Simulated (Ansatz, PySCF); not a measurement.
Reaction (SMILES): OB(O)Br [bromoboronic acid] -> O[B]Br + [OH] (HO) (the B-O bond at the site shown breaks; other sites are not compared here)
Each molecule is optimised on its own at B3LYP-D3(BJ)/def2-TZVP (Ansatz, an electronic-structure program), one conformer each, not searched for the lowest. Frequencies are from Ansatz or PySCF.

Quantity: bond dissociation energy (0 K, with B3LYP-D3(BJ) harmonic zero-point energies), in kcal/mol. Valence correlation only, unless marked. UHF or UKS for open shells. Spin-orbit coupling is left out. Frozen are the shells of the preceding noble gas and the d and f shells that filled before the atom's block. No relativistic terms. CBS(X,Y): correlation extrapolated as X^-3; Hartree-Fock from the larger set (for Q and 5 zeta extrapolated as (X+1)exp(-9√X)). [CCSD(T)-MP2]/basis is that difference in the basis named.

```json
[
 {"level": "r2SCAN/def2-TZVPD", "program": "Ansatz", "bond dissociation energy (kcal/mol)": "139.2"},
 {"level": "B3LYP-D4/def2-TZVPD", "program": "Ansatz + dftd4", "bond dissociation energy (kcal/mol)": "140.5"},
 {"level": "PBE0/STO-3G", "program": "Ansatz", "bond dissociation energy (kcal/mol)": "153.3"},
 {"level": "PBE0/def2-TZVP", "program": "Ansatz", "bond dissociation energy (kcal/mol)": "141.4"},
 {"level": "BHLYP-D4/def2-TZVPD", "program": "Ansatz + dftd4", "bond dissociation energy (kcal/mol)": "137.9"},
 {"level": "CAM-B3LYP-D4/def2-TZVPD", "program": "Ansatz + dftd4", "bond dissociation energy (kcal/mol)": "143.6"},
 {"level": "CAM-B3LYP/def2-TZVPD", "program": "Ansatz", "bond dissociation energy (kcal/mol)": "142.8"},
 {"level": "LC-wPBE/def2-TZVPD", "program": "Ansatz", "bond dissociation energy (kcal/mol)": "142.3"},
 {"level": "wB97X-V/def2-TZVPD", "program": "Ansatz", "bond dissociation energy (kcal/mol)": "144.8"},
 {"level": "PBE-QIDH/def2-TZVPD", "program": "Ansatz", "bond dissociation energy (kcal/mol)": "144.3"},
 {"level": "MP2/cc-pVDZ", "program": "Ansatz", "bond dissociation energy (kcal/mol)": "145.9"},
 {"level": "MP2/cc-pVTZ", "program": "Ansatz", "bond dissociation energy (kcal/mol)": "151.4"},
 {"level": "MP2/cc-pVQZ", "program": "Ansatz", "bond dissociation energy (kcal/mol)": "152.9"},
 {"level": "RI-MP2/cc-pVQZ", "program": "Ansatz", "bond dissociation energy (kcal/mol)": "152.8"},
 {"level": "SCS-MP2/6-31G", "program": "Ansatz", "bond dissociation energy (kcal/mol)": "129.7"},
 {"level": "SCS-MP2/6-31G*", "program": "Ansatz", "bond dissociation energy (kcal/mol)": "143.5"},
 {"level": "CCSD/CBS(cc-pVTZ,cc-pVQZ)", "program": "Ansatz", "bond dissociation energy (kcal/mol)": "144.1"},
 {"level": "CCSD(T)/6-31G*", "program": "Ansatz", "bond dissociation energy (kcal/mol)": "139.8"},
 {"level": "RI-MP2/CBS(cc-pVTZ,cc-pVQZ)+[CCSD(T)-MP2]/cc-pVDZ", "program": "Ansatz", "bond dissociation energy (kcal/mol)": "147.3"},
 {"level": "CCSD(T)/CBS(cc-pVTZ,cc-pVQZ)", "program": "Ansatz", "bond dissociation energy (kcal/mol)": "146.7"},
 {"level": "CCSD(T)/CBS(cc-pVQZ,cc-pV5Z)", "program": "Ansatz", "bond dissociation energy (kcal/mol)": "146.2"}
]
```
